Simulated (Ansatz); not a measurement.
Reaction (ligand exchange at a Mg–S bond): `[SiH3][O][Mg][SH]` + `O[SiH3]` → `[SiH3][O][Mg][O][SiH3]` + H₂S

Program: Ansatz. Geometries: PBE0-D4/def2-TZVP. ΔE: electronic, gas phase. CBS: MP2 limit from def2 TZ/QZ plus the TZ coupled-cluster correction, frozen cores. This one scheme is used for every species. DFT in def2-TZVPP. HSE06 is defined as in plane-wave codes. For Mg outer-core shells are correlated without core-valence functions, which leaves a few kJ/mol of doubt a bond. Each species was taken in one conformer, which may not be the lowest.

(1) Is it downhill or uphill in electronic energy at CCSD(T)/CBS, and by how much? (An estimate is asked.)

(2) What do these levels give: LDA (SPW92), revPBE-D4, B97M-V, PBE0-D4, HSE06-D4, BLYP, r2SCANh, HSE06, BHLYP, SCS-MP2/def2-TZVPP, HF/CBS(def2), MP2/CBS(def2)? (An estimate is asked.)

Largest T1 diagnostic among the species: 0.011.

Answers

(1) Ansatz gave: Downhill: ΔE = -6.5 kcal/mol.

(2) Computed: LDA (SPW92) -2.7, revPBE-D4 -3.3, B97M-V -4.6, PBE0-D4 -3.0, HSE06-D4 -2.8, BLYP -5.0, r2SCANh -4.3, HSE06 -2.6, BHLYP -5.2, SCS-MP2/def2-TZVPP -6.8, HF/CBS(def2) -6.0, MP2/CBS(def2) -6.6 kcal/mol.

Leaving LDA and LC-ωPBE aside and taking each functional with its dispersion term where it has one, the values, not all of them listed here, spread over 3.3 kcal/mol, from CAM-B3LYP-D4 to HSE06-D4. At CCSD(T), def2-SVP lies −2.1 kcal/mol from the extrapolated value and def2-TZVPP +0.7 kcal/mol.
